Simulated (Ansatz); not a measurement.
A geometry relaxed with PBE0-D3(BJ)/def2-TZVP (Ansatz, an electronic-structure program), charge 0, multiplicity 1:

```xyz
8

F      0.5445    -0.9864     1.2657
H     -0.2395     1.8074     1.2831
O      1.3039     0.4245    -0.8028
Si     0.0323    -0.0584     0.0750
H      1.8535    -0.2428    -1.2149
O     -0.9882    -0.9056    -0.8533
H     -1.7784    -1.2667    -0.4504
O     -0.7280     1.2281     0.6976
```

### Question
Write the SMILES of this molecule.

### Answer
`O[Si](O)(O)F`
